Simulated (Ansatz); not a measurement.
Consider the redistribution: `C=C[SiH2]C=N` + `N[SiH2]S[SiH3]` → `N=C[SiH2][SiH2]N` + `C=CS[SiH3]`.

Calculated with Ansatz (gas phase, PBE0-D4/def2-TZVP geometries, no zero-point term in ΔE). CBS: MP2 limit from def2 TZ/QZ plus the TZ coupled-cluster correction, frozen cores. One conformer a species, not always the lowest.

```csv
species,CCSD(T)/CBS(def2) energy (Eh)
`C=C[SiH2]C=N`,-462.09754
`N[SiH2]S[SiH3]`,-1034.92414
`N=C[SiH2][SiH2]N`,-730.42335
`C=CS[SiH3]`,-766.55636
```

Task: Work out ΔE.

Result: ΔE = (-730.42335) + (-766.55636) − (-462.09754) − (-1034.92414) = 0.04197 Eh = +26.3 kcal/mol.

Largest T1 diagnostic among the species: 0.013.

From PBE to PBE0 (25 % exact exchange), in def2-TZVPP and without D4, ΔE moves by +2.1 kcal/mol. In def2-TZVPP, CCSD(T) changes the Hartree–Fock value by −3.9 kcal/mol (the triples alone add −0.7 kcal/mol) and MP2 by −2.1 kcal/mol.
